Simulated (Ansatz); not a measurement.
Reaction (cleavage of the Si–Al bond): `C[O][AlH][SiH2]S` + `[SiH3]S` → `[SiH3]S[SiH2]S` + `C[O][AlH2]`

Gas-phase electronic energies from Ansatz, PBE0-D4/def2-TZVP geometries. CCSD(T)/CBS adds triple-zeta CCSD(T) − MP2 to the extrapolated MP2 energy (def2 sets, frozen cores). Functionals use def2-TZVPP. One conformer a species, not always the lowest.

(1) Is it downhill or uphill in electronic energy at CCSD(T)/CBS, and by how much? (An estimate is asked.)

(2) What do these levels give: ωB97M-V, B2PLYP, PBE, HF/def2-QZVPP, MP2/def2-QZVPP, CCSD/CBS(def2)? (Best estimate.)

Largest T1 diagnostic among the species: 0.013.

## Answers

(1) Ansatz gave: Downhill: ΔE = -0.63 eV.

(2) Ansatz gave: ωB97M-V -0.67, B2PLYP -0.60, PBE -0.46, HF/def2-QZVPP -0.63, MP2/def2-QZVPP -0.75, CCSD/CBS(def2) -0.61 eV.

From PBE to PBE0 (25 % exact exchange), in def2-TZVPP and without D4, ΔE moves by −0.05 eV. The D4 term adds −0.09 eV with B3LYP and −0.04 eV with PBE0; it sums over pairs of atoms, weighted by their polarisabilities, and B3LYP, whose exchange is more repulsive, gets the larger term.

B3LYP here is the variant with VWN-RPA as its local correlation; programs differ in this.
